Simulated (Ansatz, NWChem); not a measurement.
# Abstraction of F: CH7FSi2 + MgH → CH7Si2 + MgHF

Species: CH7FSi2 `F[SiH2]C[SiH3]`, singlet; MgH, doublet; CH7Si2 `[SiH2]C[SiH3]`, doublet; MgHF `[F][MgH]`, singlet. A radical takes F: the energy is the difference in strength between the Si–F bond broken and the Mg–F bond made.

Shapes, held fixed at every level: PBE0-D4/def2-TZVP. Flexible molecules stand in one conformer, not always the lowest. Programs: Ansatz 0.2.0, NWChem 7.3.0. Electronic energies: no zero-point or thermal term.

```csv
level,kind,ΔE (kJ/mol),less CCSD(T)/def2-TZVPP
HF/def2-SVP,Hartree–Fock,+45.3,-10.6
PBE-D4/def2-TZVPP,GGA,+46.5,-9.4
PBE0-D4/def2-TZVPP,global hybrid,+54.4,-1.5
wB97M-V/def2-TZVPP,range-separated hybrid,+53.9,-2.0
wB97X-V/def2-TZVPP,range-separated hybrid,+53.1,-2.8
CCSD/def2-TZVPP,coupled cluster or CI,+56.4,+0.5
CCSD(T)/def2-TZVPP,coupled cluster or CI,+55.9,0.0
```

The highest level, CCSD(T)/def2-TZVPP, gives ΔE = +55.9 kJ/mol; the levels span +45.3 to +56.4. The column of differences is taken from that level and isn't an error. No measured value is set beside it here. Open shells run unrestricted. Outer-core shells of Mg are correlated, in sets that cover them unevenly.
